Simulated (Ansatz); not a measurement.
One geometry of the cluster Cu4Os, several levels of theory.

```yaml
crystal:
  periodic: [false, false, false]
  atoms:
    - {symbol: Os, position_ang: [0.203603, -1.096845, -0.215845]}
    - {symbol: Cu, position_ang: [0.481797, 1.072215, -1.329421]}
    - {symbol: Cu, position_ang: [-1.180209, -0.684494, 1.693709]}
    - {symbol: Cu, position_ang: [-1.653511, 0.495053, -0.413038]}
    - {symbol: Cu, position_ang: [2.148330, 0.214071, 0.264595]}
basis:
  gaussian: {orbitals: def2-TZVP, initial_orbitals: start.molden}
correlation: {method: mp2, frozen_orbitals: {Cu: 9, Os: 0}}
scf: {omitted_lower_state_checks: [starts]}
output: {orbitals: {seedname: orbitals}}
```

The file start.molden holds the orbitals of an earlier run on this structure, at another level or in another basis.

```sh
$ ansatz run in.yaml --threads 4 --pin off --events-out ev --progress --plain --max-ram 8704MiB
```

Output, abridged:

```
Functional definition: HF
  name "HF"
  cite "Fock, Z. Phys. 61, 126 (1930) doi:10.1007/BF01340294"
  parent pbe
  exchange = exact_x
  correlation = 0
these checks for a lower state are left out or cut short: starts
2277 factors; integrals over basis functions are off by at most 3.0e-4 eV
mean field evaluation 1: about -180827.5717 eV, gradient 4.4e1 eV
mean field evaluation 2: about -180830.8174 eV, gradient 4.7e0 eV
mean field evaluation 4: about -180832.0065 eV, gradient 2.8e0 eV
mean field evaluation 8: about -180832.0458 eV, gradient 2.5e-3 eV
mean field -180832.04575283 eV, -6645.4551090535 hartree, gradient 3.6e-6 eV, S^2 0.000000; 0 other end points of the search recorded, 0 dependent functions left out; unrestricted orbitals would lower it
mean field evaluation 16: about -180832.7176 eV, gradient 5.4e0 eV
mean field evaluation 32: about -180833.3667 eV, gradient 6.3e-2 eV
unrestricted determinant -180833.36898196 eV, -6645.5037368273 hartree, S^2 1.9608
36 core orbitals not correlated, not the lowest: weight in the atoms' cores, before any rotation towards them, 1.000 or more for the frozen orbitals, at most 0.000 for the correlated occupied ones
reference -180832.04575283 eV, -6645.4551090535 hartree; 30, 30 occupied and 154, 154 virtual orbitals, 2277 factors
second order -61.15847546 eV of doubles, -0.00000000 eV of singles
Total energy: -180893.20422829 eV, -6647.7026415719 hartree
Checks for a lower state left out: starts
```

Run time 71 s (4 threads of Arm Neoverse V2 on a shared host), peak host memory 1.8 GiB.

The first input with `hamiltonian: {xc: {name: BLYP}, dispersion: d4}` and without the key `correlation` (abridged; 6 s):

```
Functional definition: BLYP
mean field -181042.57664485 eV, -6653.1919766324 hartree, gradient 1.3e-5 eV, S^2 0.000000
Total energy: -181043.18322865 eV, -6653.2142681756 hartree
Checks for a lower state left out: starts
```

The first input with `gaussian: {orbitals: def2-SVP, initial_orbitals: start.molden}`, `hamiltonian: {xc: pbe, dispersion: d4}` and without the key `correlation` (abridged; 4.1 s):

```
Functional definition: PBE
mean field -180979.48967952 eV, -6650.8735734184 hartree, gradient 1.4e-5 eV, S^2 0.000000
Total energy: -180979.78853461 eV, -6650.8845561403 hartree
Checks for a lower state left out: starts
```

As the first input, with `gaussian: {orbitals: def2-TZVPD, initial_orbitals: start.molden}`, `hamiltonian: {xc: pbe, dispersion: d4}` and without the key `correlation` (abridged; 6.5 s):

```
Functional definition: PBE
mean field -181007.24887772 eV, -6651.8937051362 hartree, gradient 2.4e-5 eV, S^2 0.000000
Total energy: -181007.54773704 eV, -6651.9046880136 hartree
Checks for a lower state left out: starts
```

First input, but with `hamiltonian: {xc: pbe0, dispersion: d4}` and without the key `correlation` (abridged; 15 s):

```
Functional definition: PBE0
mean field -181003.86679944 eV, -6651.7694160519 hartree, gradient 2.6e-5 eV, S^2 0.000000
Total energy: -181004.12293366 eV, -6651.7788288110 hartree
Checks for a lower state left out: starts
```

The first input with `hamiltonian: {xc: {name: PBE-QIDH}}`, `correlation: {frozen_orbitals: {Cu: 9, Os: 0}}`, `output: {forces: true}` (abridged; 51 s):

```
Functional definition: PBE-QIDH
mean field -180944.62165049 eV, -6649.5921969859 hartree, gradient 2.5e-6 eV, S^2 0.000000; unrestricted orbitals would lower it
36 core orbitals not correlated, not the lowest: weight in the atoms' cores, before any rotation towards them, 1.000 or more for the frozen orbitals, at most 0.000 for the correlated occupied ones
second order -71.18398196 eV of doubles, -0.00000000 eV of singles
Total energy: -180968.34965846 eV, -6650.4641851953 hartree
Atom 0 force    -0.254321     0.671208    -0.170194 eV/Å
Atom 1 force     0.058296    -0.258260     0.002399 eV/Å
Atom 2 force     0.375411     0.004674    -0.048306 eV/Å
Atom 3 force     0.077760    -0.252092    -0.006656 eV/Å
Atom 4 force    -0.257145    -0.165530     0.222756 eV/Å
Dipole moment:    -0.032953     0.211685     0.056329 e Å
Checks for a lower state left out: starts
```

First input, but with `hamiltonian: {xc: pbe}`, `correlation: {method: rpa, frozen_orbitals: {Cu: 9, Os: 0}}` and without the key `output` (abridged; 73 s):

```
Functional definition: PBE
mean field -181007.18662005 eV, -6651.8914172093 hartree, gradient 9.2e-6 eV, S^2 0.000000; unrestricted orbitals would lower it
mean field evaluation 16: about -180831.6095 eV, gradient 5.7e0 eV
mean field evaluation 32: about -180833.3687 eV, gradient 1.3e-1 eV
36 core orbitals not correlated, not the lowest: weight in the atoms' cores, before any rotation towards them, 1.000 or more for the frozen orbitals, at most 0.000 for the correlated occupied ones
Total energy: -180901.82084762 eV, -6648.0192964920 hartree
Checks for a lower state left out: starts
```

Geometry: B3LYP-D4/def2-SVP.

In the def2 sets Os takes a core potential; there is no spin–orbit coupling. Correlated methods freeze 36 core orbitals; core or outer-core shells of Os are correlated, in sets that lack core-valence functions. At MP2/def2-TZVP, PBE0-D4/def2-TZVP, PBE-QIDH/def2-TZVP, RPA@PBE/def2-TZVP the restricted singlet (for correlated methods, its reference) is unstable: a solution with broken spin symmetry lies lower. The restricted singlet is unstable towards broken spin symmetry at other levels; at BLYP-D4/def2-TZVP, PBE-D4/def2-SVP, PBE-D4/def2-TZVPD this wasn't settled. At PBE0-D4/def2-TZVP a quintet of charge 0 lies 0.85 eV below the restricted singlet, each at its own geometry. Another isomer (singlet) lies 0.13 eV lower at PBE0-D4/def2-TZVP.
